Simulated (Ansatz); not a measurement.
Relaxation of C₂H₈Ga (11 atoms, charge 0, multiplicity 2), to a largest force component of 0.03 eV/Å in at most 50 steps.

The calculation used Ansatz, UKS LDA/def2-SVP.

```xyz
11
Properties=species:S:1:pos:R:3
Ga 0.001 0.010 -0.232
H -0.012 -0.010 2.539
C 1.745 0.018 -1.129
H 2.069 -1.038 -1.253
H 1.710 0.503 -2.130
H 2.491 0.529 -0.488
C -1.737 0.000 -1.144
H -2.280 -0.919 -0.841
H -2.325 0.865 -0.772
H -1.665 0.045 -2.253
H 0.003 -0.004 3.272
```

Q: Where does it end, and by what steps?

A: It converged. The force dipped under the threshold on the way, but the program's further checks kept it going. After 34 steps the energy has fallen by 0.229 eV; H11 moved furthest, 1.66 Å.

```csv
step,energy less start (eV),largest force component (eV/Å),accepted
0,0.0000,2.197,yes
2,-0.0745,0.047,yes
4,-0.0767,0.024,yes
6,-0.0774,0.095,yes
8,-0.0785,0.080,yes
10,-0.0793,0.085,yes
12,-0.0806,0.144,yes
14,-0.0861,0.046,yes
16,-0.0988,0.058,yes
18,-0.1264,0.294,yes
20,-0.1612,0.317,yes
22,-0.1934,0.504,yes
24,-0.2113,0.207,yes
26,-0.2202,0.149,yes
28,-0.2240,0.120,yes
30,-0.2262,0.112,yes
32,-0.2282,0.015,yes
34,-0.2286,0.014,yes
```

```xyz
11
Properties=species:S:1:pos:R:3
Ga 0.002 0.807 -0.368
H -0.051 0.532 1.662
C 1.739 -0.025 -0.793
H 1.652 -1.132 -0.850
H 2.069 0.350 -1.786
H 2.520 0.249 -0.055
C -1.718 -0.012 -0.878
H -1.646 -1.122 -0.889
H -2.544 0.301 -0.207
H -1.970 0.329 -1.906
H -0.053 -0.276 1.639
```

Whether the end is a true minimum wasn't checked by a vibrational analysis.

The run took 28 s on 4 threads of Intel(R) Xeon(R) Platinum 8259CL CPU @ 2.50GHz (Skylake/Cascade Lake), with other jobs on the host, peak memory 0.19 GiB.
